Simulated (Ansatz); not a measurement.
Reactions of `C=C=C([SiH3])Cl`.

Program: Ansatz. Geometries: PBE0-D4/def2-TZVP. ΔE: electronic, gas phase. CCSD(T)/CBS adds triple-zeta CCSD(T) − MP2 to the extrapolated MP2 energy (def2 sets, frozen cores). This one scheme is used for every species. DFT in def2-TZVPP. For Ge outer-core shells are correlated without core-valence functions, which leaves a few kJ/mol of doubt a bond. Scalar relativity is left out up to krypton. Each species was taken in one conformer, which may not be the lowest.

| reaction | CCSD(T)/CBS(def2) (eV) |
| --- | --- |
| `C=C=C([SiH3])Cl` + `N=[C](O)[AlH2]` → `N=[C]([AlH2])[SiH3]` + `C=C=C(O)Cl` | 1.13 |
| `C=C=C([SiH3])Cl` → `C=C=CCl` + `[SiH2]` | 2.59 |
| `C=C=C([SiH3])Cl` + H–F → `C=C=C(F)Cl` + SiH₄ | ? |
| `C=C=C([SiH3])Cl` → `C#C[SiH](C)Cl` | ? |
| `C=C=C([SiH3])Cl` + SiH₄ → `C=C=C([SiH3])[SiH3]` + HCl | -0.90 |
| `C=C=C([SiH3])Cl` + `F[CH](F)[GeH3]` → `F[CH](F)[GeH2][SiH3]` + `C=C=CCl` | ? |
| `C=C=C([SiH3])Cl` → `CC#C[SiH2]Cl` | -2.07 |
| `C=C=C([SiH3])Cl` → `C=C1[SiH2]C1Cl` | 0.37 |
| `C=C=C([SiH3])Cl` + `[OH][GeH2][F]` → `[F][GeH2][O][SiH3]` + `C=C=CCl` | -0.89 |
| `C=C=C([SiH3])Cl` + `O[SiH3]` → `C=C=C(Cl)O[SiH3]` + SiH₄ | 0.96 |

Question: Fill in the missing values. (Estimate.)

Answer: The calculation gave: `C=C=C([SiH3])Cl` + H–F → `C=C=C(F)Cl` + SiH₄: +1.20 eV; `C=C=C([SiH3])Cl` → `C#C[SiH](C)Cl`: -2.34 eV; `C=C=C([SiH3])Cl` + `F[CH](F)[GeH3]` → `F[CH](F)[GeH2][SiH3]` + `C=C=CCl`: -0.07 eV.

Largest T1 diagnostic: 0.015, for `N=[C](O)[AlH2]`.
